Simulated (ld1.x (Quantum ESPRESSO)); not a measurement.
**Reading a pseudo-wave (sulfur (S))**

Columns: radius, all-electron u(r) and pseudo u(r) of the 3s shell (level -17.26 eV) of sulfur in the configuration [Ne] 3s2 3p4; PBE, scalar-relativistic, PAW scheme, ld1.x (Quantum ESPRESSO) 7.5.

| r (bohr) | all-electron | pseudo |
| --- | --- | --- |
| 0.098 | 0.1139 | 0.0360 |
| 0.195 | -0.2294 | 0.0754 |
| 0.292 | -0.3976 | 0.1220 |
| 0.390 | -0.3710 | 0.1786 |
| 0.488 | -0.2255 | 0.2456 |
| 0.585 | -0.0318 | 0.3216 |
| 0.682 | 0.1682 | 0.4050 |
| 0.780 | 0.3525 | 0.4931 |
| 0.878 | 0.5076 | 0.5804 |
| 0.975 | 0.6296 | 0.6610 |
| 1.072 | 0.7211 | 0.7309 |
| 1.170 | 0.7849 | 0.7864 |
| 1.268 | 0.8233 | 0.8233 |
| 1.365 | 0.8403 | 0.8403 |
| 1.463 | 0.8401 | 0.8401 |
| 1.560 | 0.8265 | 0.8265 |
| 1.658 | 0.8024 | 0.8024 |
| 1.755 | 0.7711 | 0.7711 |
| 1.852 | 0.7347 | 0.7347 |
| 1.950 | 0.6945 | 0.6945 |
| 2.047 | 0.6530 | 0.6530 |
| 2.145 | 0.6103 | 0.6103 |
| 2.242 | 0.5684 | 0.5684 |
| 2.340 | 0.5269 | 0.5269 |
| 2.438 | 0.4868 | 0.4868 |
| 2.535 | 0.4489 | 0.4489 |

(1) How many radial nodes do the two functions have?

(2) At about which radius was the pseudo-wave matched?

(3) Is the pseudo-wave norm-conserving?

## Answers

(1) The all-electron 3s function has n − l − 1 = 2; the pseudo-wave has 0, since the states of the same l below it are removed with the core.

(2) 1.30 bohr, where the columns begin to agree (steps of 0.10 bohr).

(3) No, it belongs to a PAW set: the norm inside the radius is not constrained, and the difference is carried by the augmentation charge.
